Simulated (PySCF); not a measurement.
**Highest orbital energy against ionisation energy along the third row**

Calculated with PySCF 2.14, no spin-orbit coupling. Each cell gives −ε(HOMO) / ΔSCF in eV; NIST values include spin-orbit coupling, (s) semi-empirical, (t) theoretical.

```json
{"species": "Al²⁺ (dyall-acv3z, non-relativistic)", "UHF": "28.062 / 28.040", "LDA": "24.541 / 28.819", "PBE": "24.437 / 28.821", "PBE0": "25.454 / 28.683", "r2SCAN": "24.628 / 28.380", "NIST (lowest levels)": "28.448"}
{"species": "Si²⁺ (dyall-acv3z, non-relativistic)", "UHF": "32.163 / 31.955", "LDA": "28.601 / 33.521", "PBE": "28.475 / 33.381", "PBE0": "29.630 / 33.243", "r2SCAN": "28.657 / 32.870", "NIST (lowest levels)": "33.493"}
{"species": "P²⁺ (dyall-acv3z, non-relativistic)", "UHF": "29.988 / 29.589", "LDA": "24.814 / 30.207", "PBE": "24.957 / 30.244", "PBE0": "26.373 / 30.265", "r2SCAN": "25.411 / 30.372", "NIST (lowest levels)": "30.203"}
{"species": "S²⁺ (dyall-acv3z, non-relativistic)", "UHF": "34.732 / 34.159", "LDA": "28.868 / 34.880", "PBE": "28.954 / 34.833", "PBE0": "30.581 / 34.875", "r2SCAN": "29.484 / 35.029", "NIST (lowest levels)": "34.86 ± 0.04 (s)"}
{"species": "Cl²⁺ (dyall-acv3z, non-relativistic)", "UHF": "39.702 / 38.962", "LDA": "33.045 / 39.670", "PBE": "33.096 / 39.577", "PBE0": "34.956 / 39.660", "r2SCAN": "33.766 / 39.838", "NIST (lowest levels)": "39.8 ± 0.11 (s)"}
{"species": "Ar²⁺ (dyall-acv3z, non-relativistic)", "UHF": "40.446 / 39.397", "LDA": "34.118 / 40.858", "PBE": "34.164 / 40.724", "PBE0": "36.020 / 40.723", "r2SCAN": "34.607 / 40.695", "NIST (lowest levels)": "40.735 ± 0.012 (s)"}
```

Task: How far is −ε(HOMO) from ΔSCF on average for each method, and why?

Result: UHF 0.50 eV; LDA -5.66 eV; PBE -5.58 eV; PBE0 -4.07 eV; r2SCAN -5.11 eV. Hartree-Fock orbital energies lack relaxation and so exceed the ΔSCF value; semilocal functionals have convex E(N) from self-interaction, so their HOMO lies far too high; exact exchange moves hybrids part of the way back.
